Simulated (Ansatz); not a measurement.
Consider the redistribution: `F[SiH](Cl)I` + `[Cl][Al]([Cl])[GeH3]` → `F[SiH](Cl)[GeH3]` + `[Cl][Al]([Cl])[I]`.

Gas-phase electronic energies from Ansatz, PBE0-D4/def2-TZVP geometries. CCSD(T)/CBS adds triple-zeta CCSD(T) − MP2 to the extrapolated MP2 energy (def2 sets, frozen cores). DFT in def2-TZVPP. Elements past krypton have def2 core potentials. For Ge, I outer-core shells are correlated without core-valence functions, which leaves a few kJ/mol of doubt a bond. Scalar relativity is left out up to krypton.

CCSD(T)/CBS gives -0.40 eV.

Q: Another level gave -0.37 eV. Which?
A. PBE0/def2-TZVPP
B. CCSD(T)/def2-TZVPP
C. HF/def2-TZVPP
D. LDA (SPW92)/def2-TZVPP

A: A. PBE0 -0.37, CCSD(T)/def2-TZVPP -0.42, HF/def2-TZVPP -0.48, LDA (SPW92) -0.32 eV.

Q: What do rigid-rotor, harmonic-oscillator terms from PBE0-D4/def2-TZVP frequencies (298.15 K, 1 bar) make of the CCSD(T)/CBS value? (Estimate.)

A: Computed: ΔZPE = 0.00 eV, ΔH = -0.40 eV, ΔS = -17 J/(mol·K), ΔG = -0.35 eV. Modes under 50 cm⁻¹ make the entropy rough.

Largest T1 diagnostic among the species: 0.012.

From PBE to PBE0 (25 % exact exchange), in def2-TZVPP and without D4, ΔE moves by −0.04 eV. At CCSD(T), def2-SVP lies −0.07 eV from the extrapolated value and def2-TZVPP −0.01 eV. In def2-TZVPP, CCSD(T) changes the Hartree–Fock value by +0.06 eV (the triples alone add +0.01 eV) and MP2 by +0.06 eV.
